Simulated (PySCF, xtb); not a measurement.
# Relative energy of two structures of AlN2Si

Structure I: `[Al]1[N]2[Si][N]12`, a doublet. Structure II: a doublet given by its coordinates. Both are isolated molecules in the gas phase, relaxed with PBE0-D4/def2-SVP.

I (Å):

```yaml
atoms:
  - { symbol: Al, position_ang: [-2.3179, 0.8184, 1.3823] }
  - { symbol: N, position_ang: [-1.3866, 2.5797, 1.3831] }
  - { symbol: N, position_ang: [-1.0820, 1.8033, 2.5961] }
  - { symbol: Si, position_ang: [-0.3040, 3.3705, 2.5105] }
```

II (Å):

```xyz
4

Al   -0.6161   -0.0427   -0.6793
N     1.0331   -0.3295   -0.1235
N    -2.2429    0.2399   -1.2267
Si    2.5128   -0.5830    0.3758
```

Close contacts (Å): Al1–N2 1.76, Al1–N3 1.74, N2–Si4 1.58.

Quicker runs give these differences E(II) − E(I): GFN2-xTB −27.8 kJ/mol; HF/STO-3G +211.0 kJ/mol (at GFN2-xTB geometries); r2SCAN-D4/def2-SVP +54.9 kJ/mol (at GFN2-xTB geometries).

Task: Estimate E(II) − E(I) at the level CCSD(T)/def2-SVP.

Result: Calculated at CCSD(T)/def2-SVP: E(II) − E(I) = +83.4 kJ/mol, so structure I lies lower.

Level by level:

```json
{"level": "GFN2-xTB", "geometry": "GFN2-xTB", "E(II) − E(I) (kJ/mol)": "−27.8", "departure from the last row (kJ/mol)": "−111.2", "job, with rough time for the two": "optimisation, 0.16 s"}
{"level": "HF/STO-3G", "geometry": "GFN2-xTB", "E(II) − E(I) (kJ/mol)": "+211.0", "departure from the last row (kJ/mol)": "+127.6", "job, with rough time for the two": "single point, 1.4 s"}
{"level": "r2SCAN-D4/def2-SVP", "geometry": "GFN2-xTB", "E(II) − E(I) (kJ/mol)": "+54.9", "departure from the last row (kJ/mol)": "−28.5", "job, with rough time for the two": "single point, 2.8 min"}
{"level": "PBE0-D4/def2-SVP", "geometry": "PBE0-D4/def2-SVP", "E(II) − E(I) (kJ/mol)": "+104.7", "departure from the last row (kJ/mol)": "+21.2", "job, with rough time for the two": "optimisation, 40 s"}
{"level": "HF/def2-SVP", "geometry": "PBE0-D4/def2-SVP", "E(II) − E(I) (kJ/mol)": "+62.8", "departure from the last row (kJ/mol)": "−20.7", "job, with rough time for the two": "part of the CCSD(T) run"}
{"level": "MP2/def2-SVP", "geometry": "PBE0-D4/def2-SVP", "E(II) − E(I) (kJ/mol)": "+94.5", "departure from the last row (kJ/mol)": "+11.1", "job, with rough time for the two": "part of the CCSD(T) run"}
{"level": "CCSD(T)/def2-SVP", "geometry": "PBE0-D4/def2-SVP", "E(II) − E(I) (kJ/mol)": "+83.4", "departure from the last row (kJ/mol)": "", "job, with rough time for the two": "single point, 22 s"}
```

GFN2-xTB puts the two in the other order. The largest departure from CCSD(T)/def2-SVP is that of HF/STO-3G, 127.6 kJ/mol.

With thermal terms from frequencies at re-optimised GFN2-xTB minima (ideal gas, soft modes damped towards free rotors, one conformer each, 298.15 K, 1 atm): on the last row, ΔE + ΔZPE = +84.2, ΔH = +85.7, ΔG = +86.0 kJ/mol.

The T1 diagnostic of structure II is large, so the coupled-cluster value is less sure. Open shells are spin-unrestricted, with notable spin contamination under HF/STO-3G, HF/def2-SVP, MP2/def2-SVP, CCSD(T)/def2-SVP. The correlated steps freeze 12 core orbitals. Codes used: PySCF 2.14.0, xtb 6.7.1; the last row on 2 threads of Arm Neoverse V2 on a shared host.
